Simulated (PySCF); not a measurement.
**`C/C=C/C/C=N/CC`, C7H13N**

Geometry (Å), atoms numbered from 1 in this order:
```xyz
21

C     3.8059   -0.7325    0.6794
C     2.8064    0.1873    0.0611
C     1.5675    0.3525    0.4924
C     0.5664    1.2839   -0.1245
C    -0.6106    0.5148   -0.6315
N    -1.7649    0.7242   -0.1924
C    -2.8823   -0.0344   -0.6685
C    -3.5651   -0.7268    0.5082
H     3.3693   -1.2813    1.5101
H     4.6625   -0.1658    1.0443
H     4.1730   -1.4440   -0.0599
H     3.1617    0.7534   -0.7918
H     1.2065   -0.2114    1.3429
H     1.0281    1.8210   -0.9569
H     0.2139    2.0035    0.6173
H    -0.3876   -0.2449   -1.3993
H    -3.5814    0.6761   -1.1217
H    -2.5901   -0.7763   -1.4323
H    -3.8474    0.0109    1.2542
H    -4.4547   -1.2519    0.1700
H    -2.8857   -1.4412    0.9679
```

Method used: GIAO PBE/pcSseg-1 magnetisability, rotational g tensor and spin-rotation constants, non-relativistic, gas phase (PySCF). Geometry: GFN2-xTB.

**Question.** Give the nuclear spin-rotation constants along the inertial axes (H = +C I·J) beside the isotropic shieldings.

**Answer.** Rotational constants 5.5751, 0.6697, 0.6291 GHz. A star marks the isotopologue with that one atom substituted, in its own axes.
```tsv
atom	isotope	Caa (kHz)	Cbb (kHz)	Ccc (kHz)	mean (kHz)	σ (ppm)
N6	14N	1.787	0.051	0.120	0.652	-117.9
H9	1H	-0.529	-0.004	-0.056	-0.196	29.9
H10	1H	-0.060	-0.064	-0.049	-0.058	29.7
H11	1H	-0.536	-0.068	0.008	-0.199	29.7
H12	1H	-0.469	0.028	-0.044	-0.162	25.7
H13	1H	-0.479	0.029	-0.048	-0.166	26.1
H14	1H	-0.472	0.003	-0.056	-0.175	28.8
H15	1H	-0.531	-0.068	0.023	-0.192	28.4
H16	1H	-0.358	-0.065	0.050	-0.124	24.0
H17	1H	-0.092	-0.013	-0.068	-0.058	27.5
H18	1H	-0.476	-0.072	0.022	-0.175	28.4
H19	1H	-0.562	-0.069	0.012	-0.206	29.8
H20	1H	-0.055	-0.066	-0.055	-0.059	30.4
H21	1H	-0.296	-0.019	-0.076	-0.131	30.8
C1	13C*	0.875	0.096	0.103	0.358	159.5
C2	13C*	1.780	0.296	0.140	0.739	46.3
C3	13C*	1.699	0.296	0.142	0.712	49.7
C4	13C*	1.094	0.132	0.125	0.450	132.3
C5	13C*	2.091	0.182	0.287	0.854	20.7
C7	13C*	1.113	0.161	0.130	0.468	119.9
C8	13C*	0.832	0.098	0.098	0.343	162.6
```
For the geometry as given, no vibrational averaging.

**Question.** How do the rotational constants and the g tensor change when H9, H10, H11, H12, H13, H14, H15, H16, H17, H18, H19, H20, H21 are replaced by deuterium?

**Answer.** Constants 4.1288, 0.5660, 0.5314 GHz; g -0.0407, -0.0025, -0.0033, against -0.0547, -0.0029, -0.0040 before.
